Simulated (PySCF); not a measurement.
**How methods differ on the ionisation energy of Ge⁺**

Ge⁺ [Ar] 3d10 4s2 4p1 (2P) → Ge²⁺ [Ar] 3d10 4s2 (1S), as a difference of total energies. Computed with PySCF 2.14 in x2c-TZVPall (6s5p4d1f, 48 functions), with scalar relativity by spin-free X2C-1e. Correlated levels: valence: [Ar] 3d10 frozen. The calculations carry no spin-orbit coupling.

| method | ionisation energy (eV) |
| --- | --- |
| UHF | 15.199 |
| M06-L | 15.406 |
| M06-2X | 15.605 |
| MP2 (valence) | 15.437 |
| SCS-MP2 (valence) | 15.426 |
| CCSD (valence) | 15.512 |
| CCSD(T) (valence) | 15.532 |

Q: How much does correlation contribute at CCSD(T) (valence)?

A: 15.532 − (15.199) = 0.333 eV, measured against UHF.

Errors of the correlated levels include the incompleteness of this basis and the frozen core.

For comparison: 15.789 eV (measured; NIST levels, between the centres of gravity of the two terms).
